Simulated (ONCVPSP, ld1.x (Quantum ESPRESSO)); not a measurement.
## Potentials for Ti (Z = 22) compared

Generated with ld1.x 7.5 (TM, RRKJ, ultrasoft, PAW), atompaw 4.2 or ONCVPSP 4.0.1. The cutoff is in Ry: for ld1.x and atompaw files where the sum of valence levels is converged to 10 mRy in a Bessel basis, for ONCV files where the hardest occupied wave has 1 mHa per electron of residual kinetic energy. The error is the largest all-electron minus pseudo excitation energy over each file’s own four to seven test configurations (ionisations up to +4, promotions, holes and added fractions of an electron), all of which were solved. The labels leave out finer settings (local radius, basis sizes, second energies), which also bear on the numbers. Spin-polarised tests are not counted. The rows are a selection from randomly drawn settings: files with unsolved tests, undetermined cutoffs or missed reference levels are left out.

```tsv
potential	cutoff (Ry)	largest error (meV)	bound ghosts
ONCV, PBE, scalar-relativistic, rc 1.70/1.45/1.90/1.70 (spdf), local smoothed, core correction yes, reference 3s2 3p6 3d2 4s2, qcut 7.7/7.8/6.7/6.1, projectors 3/2/1/2	41	-378	none
TM semilocal, PBEsol, scalar-relativistic, rc 3.15/0.95/1.15 (spd), local p, core correction yes, reference 3p6 3d2 4s2 4p0	120	-39	none
ONCV, PBE, scalar-relativistic, rc 1.65/0.95/1.35/1.35 (spdf), local smoothed, core correction no, reference 3s2 3p6 3d2 4s1.75, qcut 9.5/9/11.5/8.2, projectors 2/1/2/2	95	+9.4	none
ONCV, PBE, scalar-relativistic, rc 2.80/2.60/2.40 (spd), local smoothed, core correction yes, reference 3d2 4s2, qcut 2.1/3.1/7.2, projectors 2/2/2	36	-22	none
TM semilocal, PW91, scalar-relativistic, rc 2.65/3.05/1.50 (spd), local s, core correction yes, reference 3d2 4s0 4p0	80	-536	none
```

(1) Fill in the row for Ti: ONCV, BLYP, scalar-relativistic, rc 1.40/1.00/1.45 (spd), local smoothed, core correction yes, reference 3s2 3p6 3d1, qcut 9.9/6.9/9.3, projectors 1/2/2.

Results:

(1) cutoff 72 Ry, largest error +422 meV, bound ghosts: none.
